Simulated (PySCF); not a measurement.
This PySCF input asks for the NMR shieldings of `BC#CC#CC(F)F`, C$_{5}$H$_{3}$BF$_{2}$; the geometry comes from GFN2-xTB.

```python
import basis_set_exchange as bse
import numpy as np
from pyscf import gto, dft
from pyscf.prop import nmr

atoms = """
B     2.978336   -0.150284    2.186828
C     1.782400   -0.125011    1.300234
C     0.803165   -0.107320    0.573124
C    -0.284097   -0.087676   -0.228841
C    -1.247837   -0.097325   -0.960196
C    -2.419798   -0.075408   -1.810159
F    -3.566551   -0.125191   -1.082323
F    -2.486719    1.066080   -2.544957
H     2.929196   -0.740065    3.194956
H     3.947793    0.413811    1.857794
H    -2.430463   -0.929019   -2.512423
"""
names = dict.fromkeys(["B", "C", "F", "H"], "pcSseg-1")
basis = {el: gto.basis.parse(bse.get_basis(n, elements=[el], fmt="nwchem")) for el, n in names.items()}
mol = gto.M(atom=atoms, basis=basis, charge=0, verbose=0)
mf = dft.RKS(mol, xc="PBE0")
mf.grids.level = 2
mf.grids.alignment = dft.numint.BLKSIZE   # the property module wants whole blocks of grid points
mf.conv_tol = 1e-9
mf.kernel()

calc = nmr.RKS(mf)   # GIAO
C = mf.mo_coeff
Co = C[:, mf.mo_occ > 0]
resp = mf.gen_response(singlet=True, hermi=2)
def vind(x):   # induced exchange potential for any number of trial vectors
    d = np.einsum("pi,xij,qj->xpq", C, 2 * x.reshape(-1, C.shape[1], Co.shape[1]), Co, optimize=True)
    return np.einsum("xpq,pi,qj->xij", resp(d - d.transpose(0, 2, 1)), C, Co, optimize=True).ravel()
mo1, _ = nmr.rhf.solve_mo1(calc, with_cphf=vind)
sigma = calc.kernel(mo1)
for i, s in enumerate(sigma):   # ppm
    print("%2d %-2s %9.2f" % (i, mol.atom_pure_symbol(i), np.trace(s) / 3))
```

Q: What does it print?

A: 
```
 0 B      32.34
 1 C      85.39
 2 C      44.74
 3 C     107.74
 4 C      81.81
 5 C      76.19
 6 F     295.49
 7 F     295.62
 8 H      24.89
 9 H      24.89
10 H      24.82
```

These numbers come from an equivalent density-fitted implementation of the same equations, which agrees with the script to about 0.01 ppm for H and up to a few tenths of a ppm for heavy atoms, so last digits may differ.

Size and cost of the density-fitted run: 151 basis functions, 42 s wall time on 1 thread of an Arm Neoverse N1, shared host; peak memory 0.7 GiB.
